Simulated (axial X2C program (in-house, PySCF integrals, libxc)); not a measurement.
**Spin–orbit effects down a group: molecules with B (ions), PBE0**

Computed with an axial X2C code built on PySCF integrals, spin-free (one-electron X2C) or two-component (2c: spin–orbit coupling with atomic mean-field Coulomb and Gaunt terms, which also bring small scalar terms), in Dyall basis sets with cores contracted in-house; open shells are unrestricted.

Basis sets: B dyall-v3z, C dyall-v3z, Ge dyall-cv3z, Pb dyall-cv3z, Si dyall-v3z, Sn dyall-cv3z.

| molecule | spin-free state | Re (Å) | ωe (cm⁻¹) | De (eV) | 2c state | Re 2c (Å) | ωe 2c (cm⁻¹) | De 2c (eV) |
| --- | --- | --- | --- | --- | --- | --- | --- | --- |
| BC⁺ | M_S = 2, Λ = 0 | 1.431 | 1425.3 | n/a | Ω = 2 | 1.431 | 1425.2 | n/a |
| SiB⁺ | M_S = 1, Λ = 1 | 2.103 | 545.3 | 2.72 | Ω = 2 | 2.103 | 546.1 | 2.71 |
| GeB⁺ | M_S = 1, Λ = 1 | 2.180 | 460.4 | 2.47 | Ω = 2 | 2.177 | 465.8 | n/a |
| SnB⁺ | M_S = 1, Λ = 1 | 2.380 | 409.5 | 2.05 | Ω = 2 | 2.368 | 422.0 | n/a |
| PbB⁺ | M_S = 1, Λ = 1 | 2.452 | 383.4 | 1.89 | Ω = 0 | 2.554 | 267.0 | 1.37 |

Fragments in 2c: C + B+, Si+ + B, Ge+ + B, Sn+ + B, Pb+ + B. Each entry is the lowest single determinant of a limited PBE0 search at one distance. De goes to single-determinant-based atoms at the same level (for ions the charge split of lowest energy) and is withheld (n/a) where an atom does not fit its ground term or J level. Main or longest-lived isotopes. One determinant is a doubtful description, or other states lie close, for BC⁺, SiB⁺, GeB⁺, SnB⁺, PbB⁺; these need not be ground states, and all values refer to the states named. Some open-shell Ω = 0 determinants are out of reach, so the Ω given for BC⁺, SiB⁺, GeB⁺, SnB⁺ need not be the lowest component. With several unpaired electrons the Ω given is that of one determinant, not necessarily of the lowest component. Some light 2c atoms are not at their ground J level, so De misses part of their lowering (0.04 eV or less). The functionals have no current term, which raises determinants with orbital currents. The lowest determinant changes configuration between the Hamiltonians for PbB⁺, so two states are compared there.
